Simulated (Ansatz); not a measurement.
Input file for Ansatz (a quantum-chemistry and plane-wave program): R-r2SCAN/def2-TZVPPD on CH6OS (a complex), monomers drawn apart or pushed together. Files ending in .json are basis or fitting sets from the Basis Set Exchange.

Ansatz 0.2 input:
```yaml
crystal:
  periodic: [false, false, false]
  atoms:
    - {symbol: O, position_ang: [0.26080224, -0.08704100, 0.28512645]}
    - {symbol: H, position_ang: [0.83101260, -0.70921163, -0.17930911]}
    - {symbol: H, position_ang: [-0.61837091, -0.21400304, -0.08751087]}
    - {symbol: C, position_ang: [0.81299612, 0.83633167, 4.11021655]}
    - {symbol: S, position_ang: [0.22017590, -0.79020752, 3.53805237]}
    - {symbol: H, position_ang: [0.12419131, 1.62850309, 3.82404067]}
    - {symbol: H, position_ang: [0.86009439, 0.78618237, 5.19670524]}
    - {symbol: H, position_ang: [1.80763296, 1.05008987, 3.72434103]}
    - {symbol: H, position_ang: [0.23644979, -0.51090114, 2.22093504]}
basis:
  gaussian:
    orbitals: def2-TZVPPD.json
hamiltonian:
  xc: {name: r2SCAN}
scf: {lower_state_search: off}
```

Problem. Give the final energy of this run.

Solution. -515.1017 hartree.
